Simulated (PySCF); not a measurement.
PySCF input for digallium oxide (Ga2O), SMILES [Ga][O][Ga] (connectivity only; charge and spin as stated), neutral, multiplicity 1, PBE0-D3(BJ)/def2-TZVP. Geometry optimised at PBE0-D3(BJ)/def2-TZVP.

```python
import numpy as np
from pyscf import gto, scf, dft, df
from pyscf.hessian import thermo

mol = gto.M(
    atom='''
    Ga    0.00000000    0.00000000    1.80064536
    O     0.00000000    0.00000000    0.00000000
    Ga    0.00000000    0.00000000   -1.80064536
    ''',
    basis='def2-TZVP',
    charge=0,
    spin=0,
    max_memory=1600,
    verbose=3,
)
mf = dft.RKS(mol, xc='pbe0').density_fit(auxbasis='def2-universal-jkfit')
mf.disp = 'd3bj'
mf.grids.level = 3
mf.conv_tol = 1e-11
mf.max_cycle = 100
mf.kernel()

# [left out here: the lines that compute and print the analytic Hessian (its translational invariance restored by hand, since the grid's response is missing), thermochemistry and intensities]
```

Output:

```
converged SCF energy = -3924.45856266939

WARN: DFTD3 does not support analytical Hessian, using finite difference


WARN: Mole.unit (angstrom) is changed to Bohr

Mode                                 0                   1                   2
Irrep
Freq [cm^-1]                       70.3735             70.3735            296.2713
Reduced mass [au]                  17.3771             17.3771             69.7230
Force const [Dyne/A]                0.0507              0.0507              3.6058
Char temp [K]                     101.2517            101.2517            426.2684
Normal mode                   x     y     z       x     y     z       x     y     z
       0  Ga                -0.00 -0.03 -0.00   -0.03  0.00 -0.00   -0.00 -0.00  0.08
       1   O                 0.01  0.24  0.00    0.24 -0.01 -0.00    0.00  0.00  0.00
       2  Ga                -0.00 -0.03  0.00   -0.03  0.00  0.00   -0.00 -0.00 -0.08
Mode                                 3
Irrep
Freq [cm^-1]                      848.1426
Reduced mass [au]                  17.3771
Force const [Dyne/A]                7.3649
Char temp [K]                    1220.2883
Normal mode                   x     y     z
       0  Ga                 0.00 -0.00  0.03
       1   O                -0.00  0.00 -0.24
       2  Ga                 0.00 -0.00  0.03
temperature 298.1500 [K]
pressure 101325.00 [Pa]
Rotational constants [GHz] inf 1.11778 1.11778
Symmetry number 2
Zero-point energy (ZPE) 0.00293 [Eh]   7686.968 [J/mol]
                           tot       elec      trans        rot        vib
Entropy [J/mol/K]       287.330      0.000    171.682     74.247     41.401
Cv [J/mol/K]             46.693      0.000     12.472      8.314     25.906
Cp [J/mol/K]             55.007      0.000     20.786      8.314     25.906
Internal energy [J/mol]                      3718.434   2478.956  13138.215
Internal energy [Eh]   -3924.45120  -3924.45856
Enthalpy [J/mol]                             6197.391   2478.956  13138.215
Enthalpy [Eh]          -3924.45025
Gibbs free energy [J/mol]                  -44989.481 -19657.677    794.421
Gibbs free energy [Eh] -3924.48288
mode   freq/cm-1   IR/(km/mol)
   1       70.37         2.824
   2       70.37         2.824
   3      296.27         0.000
   4      848.14       744.719
max |gradient| / (hartree/bohr): 1.3826187065986724e-05
APT charges: [ 0.6198 -1.2397  0.6198]
```

The run converged.
